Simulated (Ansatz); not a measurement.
Cost and result up the ladder for Rb4Br3 (7 atoms). Total charge 0; doublet. Geometry: PBE-D4/def2-SVP.

Cartesian coordinates in Å:
```
Rb -2.625 -1.166 -0.796
Rb -1.556 -2.221 -5.125
Rb 0.493 1.595 4.228
Rb 1.662 0.511 -0.028
Br 3.120 1.965 2.507
Br -1.191 0.119 1.869
Br 0.098 -0.803 -2.655
```

Ansatz on 4 threads of Arm Neoverse V2 on a shared host. Times are rough, and most runs start from the orbitals of an earlier one. PBE0-D4/def2-TZVP serves as the yardstick here, not as an exact answer. Differences are given only for rows in sets of like size (and for xTB, whose basis is part of the method), since another set adds its own error. Binding counts from free atoms at the same level (Rb doublet, Br doublet; other spins of the atoms weren't run), without zero-point energy or a counterpoise term.

In the def2 sets Rb takes a core potential; there is no spin–orbit coupling. Correlated methods freeze 27 core orbitals; core or outer-core shells of Rb, Br are correlated, in sets that lack core-valence functions. Another isomer (doublet) lies 0.42 eV lower at PBE0-D4/def2-TZVP; other spin states weren't run for this one.

Correlated methods converge slowly with the basis.

```
                         level  functions  wall time  binding energy per atom (eV)  difference from PBE0-D4/def2-TZVP (eV)
               PBE-D4/def2-SVP        192       11 s                          2.18                                       –
PBE-D4/def2-TZVP (with forces)        276       20 s                          2.15                                   -0.02
              PBE0-D4/def2-SVP        192       20 s                          2.20                                       –
             PBE0-D4/def2-TZVP        276       27 s                          2.16                                    0.00
                 MP2/def2-TZVP        276       27 s                          2.19                                    0.02
            BHLYP-D4/def2-TZVP        276       28 s                          2.15                                   -0.01
             RPA@PBE/def2-TZVP        276       39 s                          1.94                                   -0.23
              B2PLYP/def2-TZVP        276       43 s                          2.11                                   -0.05
           r2SCAN-D4/def2-TZVP        276       50 s                          2.22                                    0.06
```
